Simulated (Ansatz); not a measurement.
Input for Ansatz (a first-principles code): U-CCSD(T)/cc-pV(T+d)Z on CH3 (SMILES [CH3]). The basis file is the Basis Set Exchange's JSON of that set.

Ansatz 0.2 input:
```yaml
crystal:
  periodic: [false, false, false]
  atoms:
    - {symbol: C, position_ang: [0.00000163, 0.00000017, 0.00000006]}
    - {symbol: H, position_ang: [1.06835629, -0.14741305, 0.02932291]}
    - {symbol: H, position_ang: [-0.66107955, -0.85154727, -0.04256797]}
    - {symbol: H, position_ang: [-0.40727837, 0.99896016, 0.01324501]}
basis:
  gaussian:
    orbitals: cc-pV_T+d_Z.json
magnetization: {spin_polarized: true, initial_magnetization: 1}
correlation: {method: ccsd_t, electrons: outside_noble_gas}
scf: {omitted_lower_state_checks: [cluster_reference]}
```

Question: Predict the final total energy.

Answer: -39.7610 hartree (reference determinant -39.5775, T1 diagnostic 0.008).
